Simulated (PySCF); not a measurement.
Spectrum to structure. Level of theory: PySCF 2.14.0, density-fitted response routines, TDDFT wB97X-D/def2-SVPD, vertical, gas phase, core orbitals frozen in the response, def2 core potentials past Kr. Geometries: PBE0-D3(BJ)/def2-SVP, one conformer each. Atoms past krypton carry core potentials; spin–orbit coupling is left out.

| state | λ (nm) | f |
| --- | --- | --- |
| S1 | 174.9 | 0.0029 |
| S2 | 169.5 | 0.0012 |
| S3 | 151.3 | 0.0050 |
| S4 | 149.9 | 0.507 |
| S5 | 147.0 | 0.167 |
| S6 | 145.7 | 0.137 |
| S7 | 141.4 | 0.021 |
| S8 | 140.3 | 0.0001 |
| S9 | 133.7 | 0.076 |
| S10 | 133.3 | 0.049 |

Triplets computed (Tamm–Dancoff): 6.79, 6.94, 7.01, 7.23 eV.

Question: Which candidate is it?
A. `[CH3][Sb]([CH3])[F]`
B. `[H][Sn]([H])([CH3])[F]`
C. `FCCCl`

Answer: B. Its S1 lies at 7.09 eV; the nearest of the others has S1 at 7.51 eV. S1 is HOMO→LUMO (96%). Löwdin shares by element: HOMO carbon 37%, tin 24%, fluorine 12%, hydrogen 7% or more (atoms not listed hold the other 20%); LUMO tin 53%, hydrogen 22% or more, fluorine 13%. At the same level the other candidates give, for their lowest levels:
- `FCCCl`: 165 nm (f 0.003); 163 nm (f 0.003); 142 nm (f 0.028); 141 nm (f 0.047); 135 nm (f 0.003); T1 6.83 eV; HOMO -10.76, LUMO 1.94 eV
- `[CH3][Sb]([CH3])[F]`: 252 nm (f 0.047); 201 nm (f 0.045); 193 nm (f 0.226); 178 nm (f 0.191); 167 nm (f 0.110); T1 4.08 eV; HOMO -8.87, LUMO 0.69 eV
